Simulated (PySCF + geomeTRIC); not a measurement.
Caution, from a PySCF single point (TPSSh-D3(BJ)/def2-TZVP) at this geometry: the restricted solution is unstable towards spin-unrestricted or complex orbitals, so a lower solution exists and this singlet may not be the ground state.

A geometry relaxed with PySCF + geomeTRIC with TPSSh-D3(BJ)/def2-TZVP, charge 1, multiplicity 1:

```xyz
7

H     -2.1532    -0.3980     0.2592
S      2.1824     0.1955    -0.8747
C      0.9776     0.2950     0.2078
C     -0.3241    -0.1456    -0.2092
H      1.0868     0.6719     1.2241
O     -1.2961    -0.0805     0.6133
H     -0.4767    -0.5307    -1.2186
```

Task: Write the SMILES of this molecule.

Result: `[H]/[O+]=C/C=S`
